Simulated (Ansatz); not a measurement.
The same molecule with X = S, Se, Te. Ansatz, PBE0-D4/def2-TZVP geometries, multiplicity 1.

Elements past krypton have def2 core potentials. Scalar relativity is left out up to krypton.

```csv
X,molecule,mean X–C bond length / Å,mean X–Ge bond length / Å,size of the dipole moment (ωB97M-V/def2-TZVPP) / D,size of the dipole moment (PBE/def2-TZVPP) / D,HOMO energy (ωB97M-V/def2-TZVPP) / eV
S,`[CH2]1[S][GeH2]1`,1.847,2.189,2.17,2.00,-8.95
Te,`[CH2]1[GeH2][Te]1`,2.211,2.512,1.77,1.58,-8.10
```

**Question.** Give the row for X = Se, `[CH2]1[GeH2][Se]1`. (An estimate is asked.)

**Answer.** Computed: 
```
 X             molecule  mean X–C bond length / Å  mean X–Ge bond length / Å  size of the dipole moment (ωB97M-V/def2-TZVPP) / D  size of the dipole moment (PBE/def2-TZVPP) / D  HOMO energy (ωB97M-V/def2-TZVPP) / eV
Se  `[CH2]1[GeH2][Se]1`                     2.005                      2.319                                                2.12                                            1.90                                  -8.61
```

From S to Te the mean X–C bond length rises at each step, by 0.364 Å in all; the mean X–Ge bond length rises at each step, by 0.323 Å in all; the HOMO energy (ωB97M-V/def2-TZVPP) rises at each step, by 0.85 eV in all. Bonds lengthen as the atom grows down the group. Dipoles are sizes alone, and their direction can turn along the series.

Spin–orbit coupling is left out; it splits and shifts lone-pair levels of the heavy atoms by tenths of an eV.
